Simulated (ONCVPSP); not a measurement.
**oxygen, ONCV: configuration errors across variants**

O, optimised norm-conserving Vanderbilt (ONCV), made with ONCVPSP 4.0.1 (PBE, fully relativistic). Core [He], reference 2s2 2p4. Waves: 2s: rc 0.80 bohr, ncon 3, nbas 6, qcut 7.7 1/bohr, 3 projectors, debl 2.1 Ha; 2p: rc 1.40 bohr, ncon 5, nbas 8, qcut 11.7 1/bohr, 1 projector. Local part: polynomial inside 0.80 bohr (lpopt 5, dvloc0 0 Ha). Core correction: none.

Open shells are filled in proportion to 2j + 1.

All-electron excitation energies from the reference (eV): (1) 2s2 2p3 16.431; (2) 2s2 2p2 50.017; (3) 2s2 2p1 103.885; (4) 2s1 2p5 14.950.

2 further variants failed, have other tests or another functional or relativity, and are left out.

A true bound ghost makes a file unfit for plane-wave use even where its test errors are small: the radial tests pick states by their node count and pass the ghost by.

Errors AE − PS in meV (a dash: test not solved or not reliable):

```tsv
change	(1)	(2)	(3)	(4)	bound ghosts	GHOST(+) flags above zero
base	+6.2	+72	+359	+13	s	none
p: rc 1.5	+8.3	+93	+449	+13	s	none
p: rc 1.28	+4.5	+54	+280	+13	s	none
```

(1) Give the same row for: core correction polynomial model core, fcfact 0.7.

Results:

(1) +6.2, +70, +335, +14; bound ghosts: s; GHOST(+) flags above zero: none.
